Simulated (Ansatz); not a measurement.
Correlation energies of CH3NO2Si, SMILES `O=C=N[SiH2]O` by basis set

Cartesian coordinates in Å:
```
O 1.415 2.694 1.018
C 0.864 1.692 0.804
N 0.265 0.676 0.615
Si -0.146 -0.859 -0.019
O -0.731 -0.746 -1.541
H 1.071 -1.688 -0.112
H -1.149 -1.427 0.910
H -1.589 -0.341 -1.676
```

Charge 0, multiplicity 1. Geometry: relaxed with PBE0-D4/def2-TZVP. It is one conformer, not always the lowest. Frozen core, restricted reference, Ansatz. CBS rows extrapolate triple and quadruple zeta; past MP2 they add the triple-zeta difference.

```
     basis     HF (Eh)  MP2 corr.
  def2-SVP  -532.53605   -0.73653
def2-TZVPP  -532.94703   -0.92331
def2-QZVPP  -532.96746   -0.99422
```

(1) Estimate the CCSD correlation energy and the (T) correction in each basis where they were run (hartree).

Answers

(1) 
```
     basis  CCSD corr.       (T)
  def2-SVP    -0.75611  -0.02474
def2-TZVPP    -0.93396  -0.04091
 CBS(def2)    -1.05740     as TZ
```
